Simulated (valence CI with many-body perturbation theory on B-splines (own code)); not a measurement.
**The 7-electron sequence from As26+ to Ag40+**

Method: configuration interaction combined with many-body perturbation theory (CI+MBPT): five valence electrons over a frozen Dirac-Fock core [He], radial functions for each j: 9 s, 9 p, 8 d, 6 f, 3 g, 1 h, with the one-electron correlation potential Σ1, the two-electron term Σ2, the three-electron term Σ3, Breit, model QED; selected CI, second order for the rest (own B-spline code, finite nucleus). Basis and details of the method differ along the sequence, and some ions are missing.

Excitation energies in eV above the lowest level of each ion. Labels name the leading LS component, so a column can jump where levels mix; a blank means that no level of the computed list carries the label, and where several do, the lowest of them is shown. The ionisation energies from NIST are mostly theoretical or semi-empirical. By estimate, excited configurations hold to about 0.1 % in light ions and 0.5 % in heavy ones, terms of the ground configuration to 0.5 to 2 %, and small fine-structure intervals to 10 cm⁻¹ or more; near the neutral end and where shells cross, configurations can be misplaced by 0.1 to 0.6 eV.

```
  Ion     Lowest level  IE (eV)  IE, NIST (eV)  2s2 2p3 2P°_3/2  2s2 2p3 2P°_1/2  2s 2p4 4P_5/2  2s 2p4 4P_1/2  2s 2p4 4P_3/2  2p5 2P°_1/2  2s2 2p2 3s 4P_1/2
As26+  2s2 2p3 4S°_3/2   2765.3      2766 ± 21            87.65            58.01          142.7          168.8          166.1        398.9               1545
Se27+  2s2 2p3 4S°_3/2   2963.2      2964 ± 22            98.34            63.72          152.0          180.4          178.1        425.3               1654
Br28+  2s2 2p3 4S°_3/2     3168      3169 ± 24            110.2            70.06          161.9          192.7          190.8        453.7               1766
Kr29+  2s2 2p3 4S°_3/2   3379.7      3380 ± 30            123.4            77.07          172.5          205.6          204.3        484.0               1882
Rb30+  2s2 2p3 4S°_3/2   3598.4      3600 ± 30            138.0            84.79          183.9          219.3          218.4        516.4               2001
Sr31+  2s2 2p3 4S°_3/2     3824      3830 ± 30            154.0            93.26          196.0          233.7          233.2        551.1               2125
Zr33+  2s2 2p3 2P°_3/2   4296.1      4300 ± 30                0            112.6          222.8          264.9          265.1        627.8               2382
Nb34+  2s2 2p3 2P°_3/2   4542.5      4540 ± 30                0            123.6          237.6          281.8          282.3        670.1               2516
Mo35+  2s2 2p3 2P°_3/2   4795.9      4800 ± 30                0            135.6          253.3          299.5          300.3        715.2               2653
Tc36+  2s2 2p3 2P°_3/2   5056.2      5060 ± 40                0            148.5          270.1                         319.3        763.4               2794
Ru37+  2s2 2p3 2P°_3/2   5323.6      5330 ± 40                0            162.4          287.9                         339.2        814.7               2939
Rh38+  2s2 2p3 2P°_3/2   5597.9      5600 ± 40                0            177.5          306.9                         463.4        869.4               3087
Pd39+  2s2 2p3 2P°_3/2   5879.1      5880 ± 40                0            193.7          327.1                         498.6        927.7               3238
Ag40+  2s2 2p3 2P°_3/2   6167.4      6170 ± 40                0            211.2          348.6                         536.3        989.8               3393
```

(1) Does the computed ground configuration or its J change in this range?

Shares of the ionisation energy in eV, for some of the ions:

| Ion | Σ1 | Σ2 | Σ3 | Breit | QED |
| --- | --- | --- | --- | --- | --- |
| As26+ | 0.287 | 0.0506 | -0.112 | -0.970 | -0.0150 |
| Br28+ | 0.289 | 0.0527 | -0.113 | -1.24 | -0.0228 |
| Rb30+ | 0.294 | 0.0581 | -0.114 | -1.54 | -0.0347 |
| Zr33+ | 0.300 | 0.0672 | -0.117 | -2.04 | -0.0628 |
| Mo35+ | 0.300 | 0.0746 | -0.120 | -2.42 | -0.0881 |
| Ru37+ | 0.304 | 0.0837 | -0.122 | -2.83 | -0.120 |
| Pd39+ | 0.304 | 0.0938 | -0.125 | -3.28 | -0.162 |

## Answers

(1) No, it stays 2s2 2p3 with J = 3/2; its leading component is 58 % 4S° at the start and 44 % 2P° at the end, where the leading jj configuration holds 99 %.
